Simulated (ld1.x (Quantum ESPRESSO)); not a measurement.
## What one change does to a pseudopotential (H, ultrasoft)

ld1.x (Quantum ESPRESSO) 7.5 input, shortened:

```
&input
   title='H', zed=1., rel=0, dft='PBESOL', iswitch=3,
   config='1s1 2p-2'
 /
 &inputp
   pseudotype=3, tm=.true., lloc=-1, rcloc=0.65,
   nlcc=.false.,
   which_augfun='PSQ', rmatch_augfun=0.35
 /
4
1S  1  0   1.00   0.00  0.60  0.75  0.0
1S  1  0   0.00   0.10  0.60  0.75  0.0
2P  2  1  -2.00   0.05  0.50  0.60  0.0
2P  2  1  -2.00   0.55  0.50  0.60  0.0
 &test
   configts(1)='1s1'
 /
```

All-electron outer shells of the reference configuration (PBEsol, non-relativistic, ld1.x):

```json
{"shell": "1s", "level (eV)": "-6.33", "outermost node (bohr)": "–", "outermost maximum (bohr)": "1.05"}
```

Change: all radii scaled by about 1.33 (s 1.00, p 0.80 bohr, rcut 0.80/0.68); local potential all-electron potential smoothed inside 0.88 bohr (lloc = -1); augmentation PSQ, radius 0.46 bohr.

Cutoffs: the cutoffs (Ry, on a coarse ladder) from which the occupation-weighted sum of valence levels, in a spherical-Bessel basis at the reference potential, stays within 10 and 1 mRy of its value at 400 Ry; they do not see the model core or the augmentation charge, which bear on the density cutoff. Errors are all-electron minus pseudo energies relative to the spin-unpolarised reference configuration.

Task: What does the change do?

Result: The potential gets softer (25 Ry and 55 Ry → 18 Ry and 35 Ry); neither file shows a bound ghost. A larger radius leaves more room for a smooth pseudo-wave, so fewer plane waves are needed.

```csv
quantity,base,changed
"cutoff, loose",25 Ry,18 Ry
"cutoff, tight",55 Ry,35 Ry
bound ghosts,none,none
"error for 1s0.5, meV [ΔE 4.66 eV]",0.0,0.0
lowest overlap eigenvalue by channel,"s 0.99, p 1.00","s 0.99, p 0.99"
```
